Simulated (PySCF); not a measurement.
**Finite-field polarisability of Ca (calcium, neutral)**

[Ar] 4s2, closed-shell 1S. Calculation: PySCF 2.14, in x2c-QZVPPall with one added diffuse shell each of s, p, d, f type (12s8p5d4f, 89 functions); scalar relativity by spin-free X2C-1e. Frozen: [Ne]. Energy changes in a uniform field (μhartree):

| axis | F (au) | HF | MP2 | CCSD | CCSD(T) |
| --- | --- | --- | --- | --- | --- |
| x | 0.001 | -91.428 | -71.198 | -80.162 | -78.999 |
| x | 0.002 | -366.088 | -284.991 | -320.860 | -316.196 |

**Question.** Derive α along x at CCSD(T) from the two fields.

**Answer.** With ΔE = −αF²/2 − γF⁴/24, α = −(16 ΔE(F) − ΔE(2F))/(6F²) = 158.0 bohr³.

**Question.** And the mean polarisability at each level?

**Answer.** HF 182.8, MP2 142.4, CCSD 160.3, CCSD(T) 158.0 bohr³. Reference: 160.8 ± 4 bohr³ (recommended; Schwerdtfeger and Nagle, table of static dipole polarizabilities (2023 update)).
